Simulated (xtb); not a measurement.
CH3Se2 (SMILES C[Se][Se]), doublet, from a rough starting geometry; GFN2-xTB (xtb).

xtb was given this input:
```
$ xtb mol.xyz --gfn 2 --uhf 1 --opt vtight --json

# file mol.xyz
6

C     -0.64183424    -0.04718577    -0.00679777
Se     0.90446921     1.17759359     0.00339429
Se     2.54169115    -0.26843711    -0.03097321
H     -0.71478178    -0.46673691     1.03699621
H     -1.54369348     0.57246283    -0.19092816
H     -0.57289171    -0.86480236    -0.71543151
```

Predict the main parts of the log of this xtb run.


```
   ID    Z sym.   atoms
    1    6 C      1
    2   34 Se     2, 3
    3    1 H      4-6

           -------------------------------------------------
          |                Calculation Setup                |
           -------------------------------------------------

           -------------------------------------------------
          |                 G F N 2 - x T B                 |
           -------------------------------------------------

          ...................................................
          :                      SETUP                      :
          :.................................................:
          :  # basis functions                  27          :
          :  # atomic orbitals                  25          :
          :  # shells                           11          :
          :  # electrons                        19          :
          :  max. iterations                   250          :
          :  Hamiltonian                  GFN2-xTB          :
          :  restarted?                      false          :
          :  GBSA solvation                  false          :
          :  PC potential                    false          :
          :  electronic temp.          300.0000000     K    :
          :  accuracy                    1.0000000          :
          :  -> integral cutoff          0.2500000E+02      :
          :  -> integral neglect         0.1000000E-07      :
          :  -> SCF convergence          0.1000000E-05 Eh   :
          :  -> wf. convergence          0.1000000E-03 e    :
          :  Broyden damping             0.4000000          :
          :  net charge                          0          :
          :  unpaired electrons                  1          :
          ...................................................

 iter      E             dE          RMSdq      gap      omega  full diag
   1    -10.0659059 -0.100659E+02  0.568E+00    3.71       0.0  T
   2    -10.0843872 -0.184813E-01  0.436E+00    3.49       1.0  T
   3    -10.0878250 -0.343774E-02  0.219E+00    3.59       1.0  T
   4    -10.0880648 -0.239856E-03  0.660E-01    3.60       1.0  T
   5    -10.0881103 -0.454957E-04  0.329E-01    3.60       1.0  T
   6    -10.0881385 -0.282186E-04  0.210E-01    3.60       1.0  T
   7    -10.0881503 -0.117566E-04  0.711E-02    3.60       1.0  T
   8    -10.0881520 -0.167722E-05  0.218E-02    3.60       1.9  T
   9    -10.0881521 -0.129092E-06  0.542E-03    3.60       7.5  T
[...]
 * total energy  :   -10.0354603 Eh     change       -0.7710508E-04 Eh
 * total energy  :   -10.0354865 Eh     change       -0.2628359E-04 Eh
 * total energy  :   -10.0354931 Eh     change       -0.6551538E-05 Eh
 * total energy  :   -10.0355013 Eh     change       -0.8215330E-05 Eh
 * total energy  :   -10.0355123 Eh     change       -0.1100881E-04 Eh
 * total energy  :   -10.0355206 Eh     change       -0.8306887E-05 Eh
 * total energy  :   -10.0355260 Eh     change       -0.5406153E-05 Eh
 * total energy  :   -10.0355297 Eh     change       -0.3712246E-05 Eh
 * total energy  :   -10.0355324 Eh     change       -0.2689037E-05 Eh
 * total energy  :   -10.0355341 Eh     change       -0.1653515E-05 Eh
 * total energy  :   -10.0355351 Eh     change       -0.1038641E-05 Eh
 * total energy  :   -10.0355352 Eh     change       -0.6060806E-07 Eh
   *** GEOMETRY OPTIMIZATION CONVERGED AFTER 15 ITERATIONS ***
         :: total energy             -10.035535181927 Eh    ::
[...]
      -------------------------------------------------------------
                  HL-Gap            0.1326065 Eh            3.6084 eV
             Fermi-level           -0.3329863 Eh           -9.0610 eV

     #   Z          covCN         q      C6AA      α(0)
     1   6 C        3.740    -0.087    22.249     6.730
     2  34 Se       1.941     0.006   235.508    26.741
     3  34 Se       0.977    -0.133   231.101    26.641
     4   1 H        0.925     0.074     2.042     2.235
     5   1 H        0.925     0.067     2.124     2.279
     6   1 H        0.925     0.074     2.042     2.234

 Mol. C6AA /au·bohr⁶  :       1559.949513
 Mol. C8AA /au·bohr⁸  :      88556.349357
 Mol. α(0) /au        :         66.859839

Wiberg/Mayer (AO) data.
largest (>0.10) Wiberg bond orders for each atom

 ---------------------------------------------------------------------------
     #   Z sym  total        # sym  WBO       # sym  WBO       # sym  WBO
 ---------------------------------------------------------------------------
     1   6 C    3.984 --     2 Se   1.028     5 H    0.972     6 H    0.966
                             4 H    0.966
     2  34 Se   2.861 --     3 Se   1.771     1 C    1.028
     3  34 Se   1.842 --     2 Se   1.771
     4   1 H    0.994 --     1 C    0.966
     5   1 H    0.996 --     1 C    0.972
     6   1 H    0.994 --     1 C    0.966
 ---------------------------------------------------------------------------

Topologies differ in total number of bonds
Writing topology from bond orders to xtbtopo.mol

molecular dipole:
                 x           y           z       tot (Debye)
 q only:       -0.905      -0.025       0.013
   full:       -1.428       0.144      -0.003       3.649
molecular quadrupole (traceless):
                xx          xy          yy          xz          yz          zz
 q only:       -2.874       0.524       1.353      -0.067       0.015       1.521
  q+dip:       -6.615       1.700       2.619      -0.177       0.166       3.995
   full:       -6.198       1.431       2.021      -0.146       0.269       4.177

optimized geometry written to: xtbopt.xyz

           -------------------------------------------------
          | TOTAL ENERGY              -10.035535181927 Eh   |
          | GRADIENT NORM               0.000039903483 Eh/α |
          | HOMO-LUMO GAP               3.608407279681 eV   |
           -------------------------------------------------

normal termination of xtb
```
